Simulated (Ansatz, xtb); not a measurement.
Two isomers of C4H4OS2

Structure I: `Oc1cscc1S`, a singlet. Structure II: `Oc1ccc(S)s1`, a singlet. Both are isolated molecules in the gas phase, relaxed with B3LYP/def2-SVP; the shapes shown needn't be the lowest conformers.

I (Å):

| atom | x (Å) | y (Å) | z (Å) |
| --- | --- | --- | --- |
| C | -1.1919 | -0.3910 | 0.9495 |
| C | -0.1398 | -0.2974 | 1.8285 |
| C | 0.3709 | -1.7863 | -0.1073 |
| C | -0.8980 | -1.2607 | -0.1641 |
| O | -2.3701 | 0.2442 | 1.0986 |
| S | 1.2097 | -1.2525 | 1.2993 |
| S | -2.0709 | -1.4994 | -1.4852 |
| H | -2.8988 | 0.0560 | 0.3020 |
| H | -0.0943 | 0.2848 | 2.7462 |
| H | 0.8421 | -2.4582 | -0.8223 |
| H | -2.7589 | -2.5348 | -0.9382 |

II (Å):

```yaml
atoms:
  - { symbol: C, position_ang: [-0.6746, 0.0531, 1.2786] }
  - { symbol: C, position_ang: [0.1763, -1.0121, 1.1085] }
  - { symbol: C, position_ang: [-0.2688, -1.9014, 0.0865] }
  - { symbol: C, position_ang: [-1.4463, -1.5280, -0.5157] }
  - { symbol: O, position_ang: [-0.5155, 1.0358, 2.1885] }
  - { symbol: S, position_ang: [-2.2588, -2.2902, -1.8816] }
  - { symbol: S, position_ang: [-2.0337, -0.0164, 0.1786] }
  - { symbol: H, position_ang: [-1.1946, 1.7152, 2.0851] }
  - { symbol: H, position_ang: [1.0814, -1.1411, 1.7020] }
  - { symbol: H, position_ang: [0.2671, -2.8052, -0.2079] }
  - { symbol: H, position_ang: [-3.2260, -2.9545, -1.1952] }
```

Quicker runs give these differences E(II) − E(I): GFN2-xTB +6.7 kJ/mol; HF/STO-3G +5.5 kJ/mol (at GFN2-xTB geometries); r2SCAN-D4/def2-SVP +33.8 kJ/mol (at GFN2-xTB geometries).

Problem. Estimate E(II) − E(I) at the level CCSD(T)/def2-SVP + ΔMP2/def2-TZVPP.

Solution. Calculated at CCSD(T)/def2-SVP + ΔMP2/def2-TZVPP: E(II) − E(I) = +25.5 kJ/mol, so structure I lies lower.

How the difference moves with the method:

| level | geometry | E(II) − E(I) (kJ/mol) | departure from the last row (kJ/mol) | job, with rough time for the two |
| --- | --- | --- | --- | --- |
| GFN2-xTB | GFN2-xTB | +6.7 | −18.8 | optimisation, 0.27 s |
| HF/STO-3G | GFN2-xTB | +5.5 | −20.0 | single point, 0.92 s |
| r2SCAN-D4/def2-SVP | GFN2-xTB | +33.8 | +8.4 | single point, 5.6 s |
| B3LYP/def2-SVP | B3LYP/def2-SVP | +22.6 | −2.9 | optimisation, 1.8 min |
| HF/def2-SVP | B3LYP/def2-SVP | +20.8 | −4.7 | part of the CCSD(T) run |
| MP2/def2-SVP | B3LYP/def2-SVP | +25.9 | +0.4 | part of the CCSD(T) run |
| CCSD(T)/def2-SVP | B3LYP/def2-SVP | +24.8 | −0.7 | single point |
| CCSD(T)/def2-SVP + ΔMP2/def2-TZVPP | B3LYP/def2-SVP | +25.5 |  | single point, 69 s |

As drawn, both hold the same kinds of bond in the same numbers.

The levels shown agree on the order. The largest departure from CCSD(T)/def2-SVP + ΔMP2/def2-TZVPP is that of HF/STO-3G, 20.0 kJ/mol. The last row adds to CCSD(T) the change of the MP2 difference between the two basis sets, here +0.7 kJ/mol.

With thermal terms from frequencies at re-optimised GFN2-xTB minima (ideal gas, soft modes damped towards free rotors, one conformer each, 298.15 K, 1 atm): on the last row, ΔE + ΔZPE = +24.2, ΔH = +25.2, ΔG = +22.3 kJ/mol.

The correlated steps freeze 15 core orbitals. Programs: Ansatz 0.2.0, xtb 6.7.1; the last row on 2 threads of Intel(R) Xeon(R) Processor @ 2.70GHz on a shared host.
